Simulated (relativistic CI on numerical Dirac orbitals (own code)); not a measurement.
## In⁴²⁺: sensitivity of the levels to the model

Base calculation: Dirac-Coulomb-Breit CI, orbitals from a KLI potential per configuration, QED by a radiative potential, unscaled Slater integrals.

CI space (outside the closed core 1s2): 2s2.2p3, 2s.2p4, 2p5, 2p4.3s, 2p4.3p, 2p4.3d, 2s2.2p2.3s, 2s2.2p2.3p, 2s2.2p2.3d, 2s.2p3.3s, 2s.2p3.3p, 2s.2p3.3d, 2s2.2p2.4s, 2s2.2p2.4p, 2s2.2p2.4d, 2s2.2p2.4f. Levels of other configurations are missing.

Variants: (1) QED terms removed; (2) only the first 3 configurations. Shifts of the energy above 2s2.2p3 2P°_3/2, in eV, for the lowest level and the first level of each name with at least 55 % of one term (blank where a level changes its place among those of its configuration and J or its character, or is not in the variant):

| Level | Base | Δ(1) | Δ(2) |
| --- | --- | --- | --- |
| 2s2.2p3 2P°_3/2 | 0.00 | 0.00 | 0.00 |
| 2s2.2p3 2D°_5/2 | 223.53 | -0.42 | +0.14 |
| 2s2.2p3 2P°_1/2 | 250.21 | -0.39 | -0.24 |
| 2s.2p4 4P_5/2 | 395.69 | +3.92 | -0.10 |
| 2s.2p4 2S_1/2 | 455.92 | +3.92 | -0.09 |
| 2s.2p4 4P_3/2 | 620.17 | +3.53 | -0.06 |
| 2s.2p4 2D_5/2 | 649.80 | +3.53 | +0.15 |
| 2s.2p4 2P_1/2 | 680.89 | +3.53 | +0.26 |
| 2p5 2P°_3/2 | 905.35 | +7.79 | +0.58 |
| 2p5 2P°_1/2 | 1128.61 | +7.44 | +0.58 |
| 2s2.2p2.3s 4P_3/2 | 3922.42 | -1.27 |  |
| 2s2.2p2.3s 2P_1/2 | 3929.03 | -1.28 |  |
| 2s2.2p2.3s 2D_3/2 | 3942.31 | -1.28 |  |
| 2s2.2p2.3p 4D°_3/2 | 3985.10 | -0.06 |  |

At this charge energies of transitions that change n are usually good to better than 1 %, and those within a shell (Δn = 0) to a few per cent.

Ionisation energy from the two ground configurations alone: base 6764.68 eV. The NIST ASD value (semi-empirical) is 6770 eV.

LS names give the leading component of a level, which can be under half, so a name can repeat, a term be missing and a line seem to break the LS rules.
